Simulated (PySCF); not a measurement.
F3Sb, triplet, geometry from GFN2-xTB (a higher spin typed on purpose: for a closed-shell molecule this is an excited state) (core potentials on Sb). Base run: PySCF with R2SCAN/def2-SV(P).

PySCF was given this input:
```python
from pyscf import gto, scf, dft

mol = gto.M(
    atom='''
Sb   -0.09185253    0.05664473    0.05583195
F    -1.71490896   -1.43900085   -0.07563414
F     0.77886983    2.01073678    0.64213093
F     1.45653683   -0.89272271   -0.88287786
''',
    basis='def2-sv(p)',
    ecp={'Sb': 'def2-sv(p)'},
    spin=2,
    verbose=4,
)

mf = dft.UKS(mol)
mf.xc = 'r2scan'
mf.kernel()
mf.analyze()
```

Each row names what was changed in the base input (with any setting that the change needs).

| change | ΔE vs base (µEh) | SCF cycles | <S^2> | outcome |
|---|---|---|---|---|
| base | 0.0 | 15 | 2.013 | converged |
| diis_space = 20 | 0.0 | 15 | 2.013 | converged |
| init_guess = huckel | 0.0 | 15 | 2.013 | converged |
| conv_tol = 1e-11 | 0.0 | 18 | 2.013 | converged |
| diis = off; damp = 0.6 (with mf.diis_start_cycle = 200; with mf.max_cycle = 150) | - | 150 | - | not converged |
| conv_tol = 1e-4 | 28.4 | 10 | 2.013 | converged |
| diis_space = 2 | - | 50 | - | not converged |
| solver = newton | 0.0 | - | 2.013 | converged |
| conv_tol = 1e-7 | 0.1 | 13 | 2.013 | converged |
| level_shift = 0.1 (with mf.max_cycle = 100) | 0.0 | 19 | 2.013 | converged |
| init_guess = sap | 0.0 | 19 | 2.013 | converged |
| init_guess = atom | 0.0 | 13 | 2.013 | converged |
| DIIS = EDIIS | - | 50 | - | not converged |

Open shells are given as the SCF converged; they aren't shown to be the lowest states, and a large step between rows can be another state.
